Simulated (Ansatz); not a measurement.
Start from `N[SiH2][SiH2]F` and change one atom or group to get `C[SiH2][SiH2]F`.

Ansatz, PBE0-D4/def2-TZVP geometries, multiplicity 1. Each molecule was computed in one conformer, which needn't be the lowest.

```tsv
property	`N[SiH2][SiH2]F`
ideal-gas entropy at 298 K and 1 bar (rigid rotor, harmonic PBE0-D4/def2-TZVP) / J/(mol·K)	350
HOMO energy (PBE/def2-TZVPP) / eV	-6.10
HOMO–LUMO gap (ωB97M-V/def2-TZVPP) / eV	10.71
LUMO energy (ωB97M-V/def2-TZVPP) / eV	1.00
HOMO–LUMO gap (PBE0/def2-TZVPP) / eV	6.74
LUMO energy (B3LYP/def2-TZVPP) / eV	-0.93
```

What does the change do to each property? (Best estimate.)

The calculation gave: 
| property | `C[SiH2][SiH2]F` | shift |
| --- | --- | --- |
| ideal-gas entropy at 298 K and 1 bar (rigid rotor, harmonic PBE0-D4/def2-TZVP) / J/(mol·K) | 351 | 1 |
| HOMO energy (PBE/def2-TZVPP) / eV | -6.86 | -0.76 |
| HOMO–LUMO gap (ωB97M-V/def2-TZVPP) / eV | 11.34 | 0.63 |
| LUMO energy (ωB97M-V/def2-TZVPP) / eV | 1.23 | 0.23 |
| HOMO–LUMO gap (PBE0/def2-TZVPP) / eV | 7.54 | 0.80 |
| LUMO energy (B3LYP/def2-TZVPP) / eV | -0.70 | 0.23 |

With PBE0 the HOMO falls by 0.58 eV and the LUMO rises by 0.22 eV, so the gap widens by about 0.80 eV. PBE moves the HOMO by -0.76 eV and ωB97M-V by -0.39 eV. The zero-point energy changes by 27.9 kJ/mol with +3 modes. Modes under 60 cm⁻¹, often nearly free rotors, make the harmonic entropy too high.

B3LYP here is the variant with VWN-RPA as its local correlation; programs differ in this.
